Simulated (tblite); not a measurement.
Species: C5H7FN (doublet state).
Structure used (GFN2-xTB), in Å, numbered top down from 1:
```
atom  x, y, z in Å
C1     3.0868   -0.0753    1.0666
C2     2.0145    0.2170    0.2947
F3     2.2499    1.0034   -0.8133
N4     0.7943   -0.1987    0.5394
C5    -0.2411    0.1074   -0.2427
C6    -1.4844   -0.3527    0.0616
C7    -2.6928   -0.0676   -0.7409
H8     4.0620    0.2952    0.8135
H9     2.9593   -0.6835    1.9396
H10   -0.1023    0.7280   -1.1308
H11   -1.5999   -0.9647    0.9443
H12   -3.1449   -0.9998   -1.0840
H13   -3.4411    0.4375   -0.1275
H14   -2.4609    0.5535   -1.6025
```

Calculated harmonic vibrations of the isolated species, GFN2-xTB (tblite), most abundant isotopes, no scaling. Errors from tens to a few hundred cm⁻¹ against measured bands are possible. One conformer, not necessarily the lowest. Open shells enter through the occupations alone, without spin polarisation, and single modes of such species can be off by tens of per cent.

Harmonic wavenumbers (cm⁻¹): 93.0, 103.6, 125.3, 167.0, 285.4, 309.9, 349.6, 492.5, 587.9, 596.9, 600.2, 757.7, 788.0, 818.9, 940.8, 942.6, 976.9, 995.1, 1144.1, 1206.9, 1242.0, 1303.3, 1329.1, 1376.5, 1393.0, 1451.8, 1453.3, 1490.1, 1607.6, 2937.6, 2972.6, 2994.6, 3043.4, 3088.7, 3144.1, 3197.3.

A = 8554, B = 1205, C = 1063 MHz; mass 100.056 u (most abundant isotopes); point group Cs, symmetry number 1; spin multiplicity 2.

Question: What is the zero-point energy?

Answer: ½Σν̃ = 23154 cm⁻¹ = 276.98 kJ/mol.

Question: Give the ideal-gas entropy at 400 K and 1 bar in the rigid-rotor, harmonic-oscillator model (classical rotation).

Answer: Translation 172.41, rotation 119.88, vibration 114.80, spin (R ln 2) 5.76: S = 412.8 J/(mol K).

Question: And Cp and H(400 K) − H(0)?

Answer: Cp = 155.89 J/(mol K), of which vibrations give 122.64 (their classical limit is 36 R = 299.3); H(400 K) − H(0) = 38.03 kJ/mol without the zero-point energy, 24.73 from vibrations.

Question: Blend soft modes into free rotors: weight 1/[1 + (100 cm⁻¹/ν̃)⁴] for the oscillator and the rest for a rotor with moment μB/(μ + B), μ = h/(8π²ν), B = 10⁻⁴⁴ kg m². What vibrational entropy results?

Answer: 109.91 J/(mol K) in place of 114.80, which changes −T·S at 400 K by +1.96 kJ/mol.

Question: Which modes carry the vibrational entropy at 400 K?

Answer: 93.0 cm⁻¹: 17.46; 103.6 cm⁻¹: 16.57; 125.3 cm⁻¹: 15.01; 167.0 cm⁻¹: 12.68; 285.4 cm⁻¹: 8.45; 309.9 cm⁻¹: 7.83 J/(mol K); the other 30 give 36.81 together.

Question: What must be added to the electronic energy to get the Gibbs energy at 400 K and 1 bar?

Answer: ZPE + [H(400 K) − H(0)] − T·S = 276.98 + 38.03 − 165.14 = 149.87 kJ/mol.

Hindered rotation and anharmonicity are outside this model. Other conformers, if any are populated, would add a mixing term that is left out.
